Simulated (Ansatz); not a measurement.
`FC(F)(Cl)C[SiH3]` + `F[SiH3]` → `F[SiH2]C[SiH3]` + `FC(F)Cl`  (formal exchange of groups at a C–C bond)

Isolated molecules relaxed with PBE0-D4/def2-TZVP in Ansatz; ΔE leaves out vibrations. CCSD(T)/CBS adds triple-zeta CCSD(T) − MP2 to the extrapolated MP2 energy (def2 sets, frozen cores). This one scheme is used for every species. Functionals use def2-TZVPP. Each species was taken in one conformer, which may not be the lowest.

```tsv
level	ΔE (kcal/mol)
PBE-D4	-9.1
ωB97M-V	-8.2
PBE	-9.3
r2SCAN	-8.6
MP2/def2-TZVPP	-8.3
SCS-MP2/def2-TZVPP	-7.9
HF/def2-QZVPP	-8.5
CCSD/CBS(def2)	-8.4
```

What does CCSD(T)/CBS give? (Estimate.)

Computed: -8.2 kcal/mol. The listed levels differ from it by -0.9, 0.0, -1.1, -0.4, -0.1, 0.3, -0.3, -0.2 kcal/mol.

Largest T1 diagnostic among the species: 0.011.
